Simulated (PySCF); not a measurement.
# Electron correlation in Ar⁺ (argon, charge +1)

[Ne] 3s2 3p5, 2P determinant. All numbers are calculated (PySCF 2.14, no relativity, point nucleus, in def2-TZVP (5s5p2d1f, 37 functions)). Frozen: [Ne]; 7 electrons correlated.

MP2 pair energies summed by pair of shells (mhartree):

| pair | energy | share (%) |
| --- | --- | --- |
| 3p-3p | -103.45 | 63.7 |
| 3s-3p | -50.33 | 31.0 |
| 3s-3s | -8.71 | 5.4 |

Total MP2 correlation energy: -162.49 mhartree.

Same-spin part -37.79 and opposite-spin part -124.70 mhartree; SCS-MP2 scales them by 1/3 and 6/5 to -162.24 mhartree.

```tsv
level	correlation energy (mhartree)
CCSD	-188.31
(T)	-5.28
CCSD(T)	-193.59
```

Diagnostics: T1 = 0.0064, D1 = 0.0219, largest double amplitude 0.054.

Cost of the coupled-cluster step: 0.45 s of wall time on 1 thread of Neoverse-V2 (shared host), for 7 correlated electrons.
